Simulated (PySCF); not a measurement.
## Energy profile

The step: GeH₄ + HCl → GeH₃Cl ([Cl][GeH3]) + H₂; bonds formed: Ge1–Cl7, H2–H6; bonds broken: Ge1–H2, H6–Cl7 (atoms numbered as in the saddle structure below).

| atom | x (Å) | y (Å) | z (Å) |
| --- | --- | --- | --- |
| Ge1 | -0.3598 | 0.4791 | -0.1267 |
| H2 | 0.0618 | -0.7563 | 1.1582 |
| H3 | -1.1976 | -0.0737 | -1.2713 |
| H4 | -1.3199 | 0.9121 | 1.0156 |
| H5 | 0.6572 | 1.5926 | -0.3378 |
| H6 | 0.6342 | -1.0310 | 0.5415 |
| Cl7 | 1.5240 | -1.1228 | -0.9795 |

Electronic energies by CCSD(T) at an estimated basis limit (MP2 extrapolated from triple and quadruple zeta, plus CCSD(T) − MP2 in triple zeta), on PBE0-D4/def2-TZVP structures; GeH5Cl, closed shell; no counterpoise correction. PySCF 2.14 with density fitting (its default auxiliary sets; JK sets also for MP2 and CCSD(T)); basis: def2-TZVPP and def2-QZVPP; cores frozen in the correlated methods. Filled d shells of the heavier atoms are correlated. The def2 sets are not built for correlating such inner shells, so the correlated values are less sure here. Extrapolation: Hartree–Fock as exp(−7.88 √X), correlation as X^−2.97.

Q: Give the profile in eV, counted from the separated reactants. (Judge from chemistry; the value comes from the calculation.)

A: Computed:
```tsv
point	eV
separated: GeH4 (Ge1, H2, H3, H4, H5; singlet) + HCl (H6, Cl7; singlet)	0.000
start structure	-0.045
saddle	1.832
end structure	-0.531
separated: GeH3Cl (linked as [Cl][GeH3]; Ge1, H3, H4, H5, Cl7; singlet) + H2 (H2, H6; singlet)	-0.505
```

T1 diagnostic: at most 0.013.

For scale, one of the runs: CCSD(T)/def2-TZVPP, 160 basis functions, launched by `OMP_NUM_THREADS=4 python run.py`. The run took 83 s on 4 CPU threads of an Intel Xeon (shared host), with 1.4 GiB of host memory at its peak.
